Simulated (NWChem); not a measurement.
# CH₂ClF; SMILES FCCl

Results from NWChem. Pople sets run with spherical d functions. STO-3G and 3-21G are far too small for this property and stand as cheap habits. The geometry was optimised at PBE0/def2-SVP. Field at 589 nm.

| level | isotropic polarisability (bohr³) | anisotropy (bohr³) |
|---|---|---|
| B3LYP/STO-3G | 9.9 | 10.1 |
| B3LYP/6-31G* | ? | ? |
| B3LYP/def2-SVP | 20.5 | 11.2 |
| B3LYP/def2-SVPD | 31.0 | 10.0 |
| B3LYP/aug-cc-pVDZ | 30.6 | 10.9 |
| B3LYP/def2-TZVPD | 31.8 | 10.2 |

Question: Fill in the missing entries.

Answer: 
- B3LYP/6-31G*, isotropic polarisability (bohr³): 21.3
- B3LYP/6-31G*, anisotropy (bohr³): 12.4
